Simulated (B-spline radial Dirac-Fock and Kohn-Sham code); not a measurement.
The computed values come from a radial finite-basis atomic code: the Dirac equation of a negative muon with reduced mass in the field of a spherical finite nucleus, with the Uehling potential to all orders; nuclear polarisation, deformation, hyperfine structure, self-energy, higher-order vacuum polarisation, relativistic recoil and electron screening are left out. The nuclear charge is a Fermi distribution (skin thickness 2.3 fm).

**Question.** A muonic atom of atomic mass 120.91 u emits these computed lines: 2p3/2 → 1s1/2 3352 keV, 3d5/2 → 2p3/2 943.6 keV, 4f7/2 → 3d5/2 331.5 keV, 5g9/2 → 4f7/2 152.8 keV. Which element is it, and what rms charge radius was used?

**Answer.** Indium (Z = 49, nuclide ¹²¹In); the high transitions hardly feel the nucleus and fix Z. The 2p → 1s line lies 1926 keV below the value for a point nucleus without QED, which for this nuclear model gives a radius near 4.65 fm (4.6505 fm was used).
